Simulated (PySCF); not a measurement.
# Ionisation energy of Mo⁺ by level of theory

Mo⁺ [Kr] 4d5 (6S) → Mo²⁺ [Kr] 4d4 (5D), as a difference of total energies. Calculation: PySCF 2.14, in ANO-RCC-VTZP (7s6p4d2f1g, 68 functions); the spin-free X2C one-electron Hamiltonian (Gaussian nucleus). Correlated levels: valence and next inner shell: [Ar] 3d10 frozen. The calculations carry no spin-orbit coupling.

| method | ionisation energy (eV) |
| --- | --- |
| UHF | 15.072 |
| MP2 (valence and next inner shell) | 16.136 |
| SCS-MP2 (valence and next inner shell) | 15.713 |
| CCSD (valence and next inner shell) | 15.949 |
| CCSD(T) (valence and next inner shell) | 16.000 |

Task: How much does correlation contribute at CCSD(T) (valence and next inner shell)?

Result: 16.000 − (15.072) = 0.928 eV, measured against UHF.

A first-order spin-orbit estimate (lowest level to lowest level, LS coupling) adds -0.143 eV.

Errors of the correlated levels include the incompleteness of this basis and the frozen core.

For comparison: 16.16 ± 0.12 eV (semi-empirical (NIST evaluation); NIST Atomic Spectra Database, ionization energies).
